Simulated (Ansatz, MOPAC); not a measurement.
Species: SnF$_{3}$, charge 0, multiplicity 2. SMILES: [F][Sn]([F])[F]
Geometry: optimised at B3LYP-D3(BJ)/def2-TZVP (Ansatz, a quantum-chemistry and plane-wave program).

Quantity: vertical electron affinity to the singlet, in eV. Conventions: dispersion terms only where a functional's name holds one; each state is the SCF solution reached for its charge and spin; frozen cores in correlated levels (noble-gas shells and the d and f shells of earlier blocks); def2 sets with scalar-relativistic core potentials past Kr; STO-3G and 3-21G all-electron and non-relativistic; 6-31G* and kin with 6d, 5d where marked; PM7 with its own dispersion and hydrogen-bond terms; UHF or UKS for open shells; no spin-orbit coupling; LANL2DZ with its own core potentials from Na on. First-principles rows: single points at B3LYP-D3(BJ) geometries (Ansatz). Semi-empirical rows: differences of heats of formation at the shared geometry for vertical values.

| level | program | vertical electron affinity to the singlet (eV) |
|---|---|---|
| AM1 | MOPAC | 1.73 |
| PM3 | MOPAC | 3.47 |
| PM6 | MOPAC | 3.13 |
| PM7 | MOPAC | 2.56 |
| PBE/6-31G* with LANL2DZ past Ar | Ansatz | 2.37 |
| B3LYP/STO-3G | Ansatz | -3.35 |
| B3LYP/3-21G | Ansatz | 2.27 |
| B3LYP/6-31G* with LANL2DZ past Ar | Ansatz | 2.63 |
| MP2/6-31G* with LANL2DZ past Ar | Ansatz | 2.21 |
| B3LYP/def2-TZVPD | Ansatz | 3.70 |
| PBE0/def2-TZVPD | Ansatz | 3.53 |
| wB97M-V/def2-TZVPD | Ansatz | 3.62 |

No value to compare with is used here. The 9 habitual levels span -3.35 (B3LYP/STO-3G) to 3.47 eV (PM3); PBE0/def2-TZVPD gives 3.53.

The levels are drawn from those run, B3LYP/6-31G* more often than the rest, none by its result; runs whose electronic state is in doubt are left out.
